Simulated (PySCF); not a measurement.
Isomers of C5H13NP2, one conformer each; single-point electronic energies without zero-point terms and without any empirical dispersion term.

Level: PBE0/pcSseg-1 in PySCF, non-relativistic, each on one gas-phase PBE0-D3(BJ)/def2-SVP geometry that isn't relaxed in the solvent. The solvent is an IEF-PCM continuum (Bondi radii, 1.10 Å for H, scaled by 1.2). The model holds no explicit solvent molecules, cavitation or dispersion.

| isomer | relative energy, gas (kJ/mol) | dipole (D) |
| --- | --- | --- |
| `CP1CCP(N)CC1` | 0.0 | 2.05 |
| `CNP1CCPCC1` | 47.5 | 1.84 |

Question: How do the relative energies look in chloroform (ε = 4.711)?

Answer: 
```json
{"isomer": "`CP1CCP(N)CC1`", "relative energy, solvent (kJ/mol)": "0.0", "E(solvent) − E(gas) (kJ/mol)": "-21.1", "dipole in solvent (D)": "2.64"}
{"isomer": "`CNP1CCPCC1`", "relative energy, solvent (kJ/mol)": "52.3", "E(solvent) − E(gas) (kJ/mol)": "-16.3", "dipole in solvent (D)": "2.31"}
```

The order is unchanged. Conformers: `[CH3:1][P:2]1[CH2:3][CH2:4][P:5]([NH2:6])[CH2:7][CH2:8]1` with C4–P5–N6–H 62° and -162°, C1–P2–C3–C4 74°, P2–C3–C4–P5 75°, C3–C4–P5–N6 -149°, C4–P5–C7–C8 -30°; `[CH3:1][NH:2][P:3]1[CH2:4][CH2:5][PH:6][CH2:7][CH2:8]1` with C1–N2–P3–C4 -94°, N2–P3–C4–C5 -70°, P3–C4–C5–P6 -76°, C4–C5–P6–C7 43°, C5–P6–C7–C8 30°. `CP1CCP(N)CC1` gains most from the continuum, and it has the largest gas-phase dipole. The gains span 4.8 kJ/mol, the gas-phase energies 47.5 kJ/mol.
